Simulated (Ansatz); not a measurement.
Calculated with Ansatz (gas phase, PBE0-D4/def2-TZVP geometries, no zero-point term in ΔE). CCSD(T)/CBS adds triple-zeta CCSD(T) − MP2 to the extrapolated MP2 energy (def2 sets, frozen cores). DFT in def2-TZVPP. B3LYP here is the variant with VWN-RPA as its local correlation; programs differ in this. For Ge outer-core shells are correlated without core-valence functions, which leaves a few kJ/mol of doubt a bond. Scalar relativity is left out up to krypton. One conformer a species, not always the lowest.

Reaction (redistribution): `C[SiH](N)O[SiH3]` + `[CH3][Ge]([F])([F])[Cl]` → `[F][Ge]([F])([SiH3])[Cl]` + `CO[SiH](C)N`

(1) Is it downhill or uphill in electronic energy at CCSD(T)/CBS, and by how much? (An estimate is asked.)

(2) What do these levels give: PBE-D4, r2SCAN-D4, B3LYP-D4, B3LYP, HF/def2-TZVPP, MP2/def2-TZVPP, SCS-MP2/def2-TZVPP, CCSD(T)/def2-TZVPP, HF/def2-QZVPP, SCS-MP2/def2-QZVPP, MP2/CBS(def2), CCSD/CBS(def2)? (An estimate is asked.)

Largest T1 diagnostic among the species: 0.012.

## Answers

(1) Computed: Uphill: ΔE = +194.7 kJ/mol.

(2) Computed: PBE-D4 162.7, r2SCAN-D4 185.8, B3LYP-D4 180.5, B3LYP 180.1, HF/def2-TZVPP 205.9, MP2/def2-TZVPP 206.5, SCS-MP2/def2-TZVPP 203.1, CCSD(T)/def2-TZVPP 194.7, HF/def2-QZVPP 207.3, SCS-MP2/def2-QZVPP 204.1, MP2/CBS(def2) 206.5, CCSD/CBS(def2) 197.1 kJ/mol.

From PBE to PBE0 (25 % exact exchange), in def2-TZVPP and without D4, ΔE moves by +12.8 kJ/mol.
